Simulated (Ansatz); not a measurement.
C4H8O4Si⁺, that is Si(OAc)2H2 with one electron fewer. The state is a doublet with charge 1. Geometry r2SCAN-D4/def2-SVP, that of the neutral singlet; atoms count from 1.

Cartesian coordinates in Å:
```
Si -0.695 0.126 -0.499
O -0.539 -0.168 1.186
C -1.718 -0.199 1.833
C -1.583 -0.452 3.303
O -2.760 -0.029 1.233
H -2.572 -0.476 3.774
H -0.962 0.335 3.756
H -1.057 -1.405 3.465
O 0.982 0.079 -0.869
C 1.246 0.282 -2.172
C 2.708 0.246 -2.495
O 0.347 0.474 -2.966
H 2.861 0.400 -3.569
H 3.131 -0.720 -2.181
H 3.230 1.025 -1.918
H -1.228 1.483 -0.731
H -1.391 -1.001 -1.149
```

(1) Estimate the Mulliken populations from the PBE0/def2-TZVP orbitals of Ansatz.

(2) Where does the spin sit?

(3) And the Mayer bond orders between heavy atoms (over 0.3)?

Answers

(1) 
```csv
atom,charge (e),spin (α − β)
Si1,0.41,-0.02
O2,-0.26,0.04
C3,0.38,-0.04
C4,-0.34,0.05
O5,-0.13,0.44
H6,0.19,0.00
H7,0.20,0.00
H8,0.20,0.00
O9,-0.26,0.04
C10,0.38,-0.04
C11,-0.34,0.05
O12,-0.13,0.44
H13,0.19,0.00
H14,0.20,0.00
H15,0.20,0.00
H16,0.07,0.01
H17,0.07,0.01
```
Mulliken values depend strongly on the basis.

(2) Summed by element: Si -0.02, O 0.96, C 0.03, H 0.03, of 1 unpaired in all. Largest on single atoms: O5 0.44, O12 0.44, C4 0.05.

(3) Si1–O2 0.96 (1.72 Å); Si1–O9 0.96 (1.72 Å); O2–C3 1.22 (1.35 Å); C3–C4 1.00 (1.50 Å); C3–O5 1.72 (1.21 Å); O9–C10 1.22 (1.35 Å); C10–C11 1.00 (1.50 Å); C10–O12 1.72 (1.21 Å).
